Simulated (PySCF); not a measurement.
Gas-phase reaction: 3 In(CH₃)₂NH₂ + CH₂NH ⇌ 3 InCH₃ + C₄H₆ (butadiene) + 4 NH₃

Method: PySCF energies plus ideal-gas RRHO corrections (1 bar). † marks an energy on the PBE0/def2-TZVP geometry and frequencies. MP2 freezes the core. All species are closed-shell singlets. In: scalar-relativistic def2 core potential, no spin-orbit coupling. In(CH₃)₂NH₂, CH₂NH, InCH₃: computed as isolated molecules; such fragments, hydroxides, amides, oligomers or adducts are transient or little studied in the gas. MP2 isn't extrapolated to the basis-set limit.

MP2/def2-TZVPP† gives ΔH°(298 K) = 185 kJ.

### Question
What do HF/def2-TZVP†, LDA/def2-TZVP†, M06-2X/def2-TZVP† give?

### Answer
HF/def2-TZVP†: 51 kJ; LDA/def2-TZVP†: 240 kJ; M06-2X/def2-TZVP†: 179 kJ. For scale, ΔH°(298 K) is 185 kJ at this level, 174 kJ at ωB97M-V/def2-TZVP†, and runs from 23 to 240 kJ over the 16 levels computed.
